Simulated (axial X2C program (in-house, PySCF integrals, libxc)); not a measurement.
## Curves of TbBr from open-shell CI on f10 s0

Computed with an axial X2C code built on PySCF integrals: two-component X2C with atomic mean-field Coulomb and Gaunt terms, basis Tb dyall-v3z, Br dyall-v3z (cores contracted in-house). Orbitals come from Hartree–Fock averaged over the configuration Tb f10 s0; CI then distributes these electrons over the f, s shells of Tb. The speed of light was multiplied by 100, so these are model numbers.

Scan along the bond; masses Tb 158.925 u, Br 78.918 u. Energies in cm⁻¹ from the lowest point; levels are followed by energy order within each Ω. Lowest level at 3.007 Å: 100% f10.

```tsv
R (Å)	(1)Ω=8	(1)Ω=7	(1)Ω=6	(1)Ω=5	(1)Ω=4
2.797	921	907	907	908	908
2.902	206	207	207	207	207
3.007	0	0	0	1	1
3.127	200	201	201	201	201
3.248	721	722	722	722	722
3.383	1541	1541	1542	1542	1542
3.548	2737	2737	2737	2737	2738
```

(1) Fit the curves (1)Ω=8, (1)Ω=7, (1)Ω=6, (1)Ω=5, (1)Ω=4 near their minima.

The 5 lowest curves are shown; the next is (2)Ω=7, from 27 cm⁻¹.

There is no dynamic correlation: spin–orbit spacings and, for f shells, spacings inside one term are the most reliable numbers, splittings between terms come out too wide, and energies between configurations are not reliable, so the lowest level need not be the ground state of the molecule. At most 4 roots were kept for each Ω > 0 (twice that for Ω = 0) within 2.2 eV of the lowest, so higher up levels can be missing between those listed; levels with Ω > 0 are doubly degenerate and listed once, Ω = 0 levels singly. States that fill the shells left empty in the average are placed too high.

Results:

(1) From the open-shell CI curves, Te from the lowest:

```json
{"level": "(1)Ω=8", "Te (cm⁻¹)": "0", "Re (Å)": "3.008", "ωe (cm⁻¹)": "143.9"}
{"level": "(1)Ω=7", "Te (cm⁻¹)": "0", "Re (Å)": "3.009", "ωe (cm⁻¹)": "143.9"}
{"level": "(1)Ω=6", "Te (cm⁻¹)": "1", "Re (Å)": "3.009", "ωe (cm⁻¹)": "143.9"}
{"level": "(1)Ω=5", "Te (cm⁻¹)": "1", "Re (Å)": "3.009", "ωe (cm⁻¹)": "143.9"}
{"level": "(1)Ω=4", "Te (cm⁻¹)": "1", "Re (Å)": "3.009", "ωe (cm⁻¹)": "143.9"}
```

Without dynamic correlation distances can be off by several hundredths of an Å (long for ionic bonds, short for multiple bonds) and the wavenumbers are rough.
